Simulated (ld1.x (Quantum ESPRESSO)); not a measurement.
Logarithmic derivatives: Cs, TM

caesium, norm-conserving Troullier–Martins (Kleinman–Bylander form), made with ld1.x (Quantum ESPRESSO) 7.5 (LDA (PZ), fully relativistic). Core [Kr] 4d10 5s2, reference 5p6 5d0 6s1 6p0. Waves: 6s (bound): rc 3.85 bohr; 5p (bound): rc 2.55 bohr; 5d (bound, empty): rc 3.45 bohr; 4f channel at 0.4 Ry: rc 3.05 bohr. Local part: the f channel. Core correction: a·sin(br)/r model core, default radius (core density twice the valence density).

Open shells are filled in proportion to 2j + 1 (rel_dist='average').

The phase is arctan(r·u′/u) with u = r·R(r), unwrapped; energies in Ry, scanned from -3 to 5 Ry. A pole is an energy at which the radial function vanishes at the test radius. The pseudo phase is shifted by a multiple of π to meet the all-electron one at the reference energy, and phase errors are pseudo minus all-electron; the curves can meet again beyond the range given. Levels narrower than the energy grid can be missing from the lists of poles.

| channel | radius (bohr) | reference energy (Ry) | poles, all-electron | poles, pseudo | unbroken range about the reference energy with phases within 0.05 rad | phase error 1 Ry above the reference energy (rad) |
| --- | --- | --- | --- | --- | --- | --- |
| s | 4.21 | -0.16 | -1.96, 0.98, 4.77 | -0.73, 0.99, 4.22 | -0.6 to 2.0 | +0.004 |
| p1/2 | 4.21 | -1.08 | -1.04, 1.57 | -1.04, 1.07, 2.25 | below 0.1 | +0.020 |
| p3/2 | 4.21 | -0.96 | -0.91, 1.70 | -0.91, 1.04, 2.25 | below 0.2 | +0.026 |
| d3/2 | 4.21 | -0.04 | 0.39, 2.96 | 0.40, 3.40 | below 1.0 | +0.035 |
| d5/2 | 4.21 | -0.03 | 0.41, 2.99 | 0.42, 3.44 | below 1.1 | +0.032 |
| f5/2 | 4.21 | 0.40 | 0.69, 2.09, 4.97 | 0.73, 2.74 | below 0.5 | +0.958 |
| f7/2 | 4.21 | 0.40 | 0.70, 2.10, 4.98 | 0.73, 2.74 | below 0.7 | +0.944 |

Note: ghost states, extra bound levels that the all-electron valence spectrum of the same l lacks: s at -107.4 eV, s at -10.1 eV. A true bound ghost makes a file unfit for plane-wave use.

Phases in the p1/2 channel:

| E (Ry) | all-electron | pseudo |
| --- | --- | --- |
| -3.00 | 1.425 | 1.425 |
| -2.52 | 1.409 | 1.409 |
| -2.04 | 1.385 | 1.386 |
| -1.56 | 1.340 | 1.341 |
| -1.08 | -1.369 | -1.369 |
| -0.60 | -1.837 | -1.833 |
| -0.12 | -2.055 | -2.038 |
| 0.36 | -3.383 | -3.288 |
| 0.84 | -4.474 | -4.528 |
| 1.32 | -4.661 | -5.853 |
| 1.80 | -4.750 | -7.768 |
| 2.28 | -4.830 | -7.859 |
| 2.76 | -4.971 | -7.919 |
| 3.24 | -5.737 | -7.987 |
| 3.72 | -7.492 | -8.122 |
| 4.20 | -7.713 | -8.827 |
| 4.68 | -7.788 | -10.593 |
